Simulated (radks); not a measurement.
Valence configurations of Au II (all share [Xe]). Calculated with a radial shooting solver on a logarithmic mesh with Libxc functionals: scalar-relativistic Kohn-Sham, BLYP, spin-unpolarised, spherical densities, finite nucleus; Fermi nuclear charge, rms radius 5.4371 fm. Energies are relative to 4f14 5d10; eigenvalues in eV.

\begin{tabular}{lrrrrr}
valence & E (eV) & e(4f) & e(5d) & e(6p) & e(6s) \\ \hline
4f14 5d10 & 0.000 & -89.540 & -15.247 & - & - \\
4f14 5d9 6s1 & 2.539 & -92.842 & -17.536 & - & -14.377 \\
4f14 5d8.5 6s1.5 & 4.284 & -94.595 & -18.737 & - & -14.920 \\
4f14 5d8.5 6s1 6p0.5 & 7.891 & -95.496 & -19.574 & -8.215 & -15.511 \\
4f13.5 5d10 6p0.5 & 43.211 & -97.785 & -17.805 & -7.659 & - \\
4f13.5 5d9.5 6p1 & 48.614 & -100.41 & -19.834 & -8.366 & - \\
4f13 5d10 6p1 & 90.232 & -106.28 & -20.475 & -8.393 & - \\
4f12.5 5d10 6p1.5 & 141.20 & -115.01 & -23.237 & -9.109 & - \\
4f12 5d10 6p2 & 196.22 & -123.94 & -26.078 & -9.810 & - \\
4f12 5d9 6s1 6p2 & 205.03 & -128.03 & -28.848 & -10.395 & -19.201 \\
\end{tabular}

NIST lists [Xe] 4f14 5d10 as the ground configuration; this level of theory agrees among the configurations tried. The energies are those of spherical spin-averaged densities, not of single terms.
